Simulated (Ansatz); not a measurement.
Ansatz results at the PBE0-D4/def2-TZVP geometry: size of the dipole moment (B3LYP/def2-TZVPP) 0.50 D; size of the dipole moment (PBE/def2-TZVPP) 0.49 D; HOMO–LUMO gap (ωB97M-V/def2-TZVPP) 9.19 eV.

Each molecule was computed in one conformer, which needn't be the lowest.

Question: Which molecule gave them?
A. `[OH][Zr]([OH])([OH])[F]`
B. `[Br][Zr]([Br])([Br])[Br]`
C. `[NH2][Zr]([Cl])([Cl])[Cl]`
D. `CC[N](C)[Zr]([OH])([OH])[OH]`

Answer: D. The others give `[Br][Zr]([Br])([Br])[Br]`: 0.00, 0.00, 10.17; `[NH2][Zr]([Cl])([Cl])[Cl]`: 2.82, 2.81, 10.68; `[OH][Zr]([OH])([OH])[F]`: 3.22, 3.12, 11.99.

B3LYP here is the variant with VWN-RPA as its local correlation; programs differ in this.
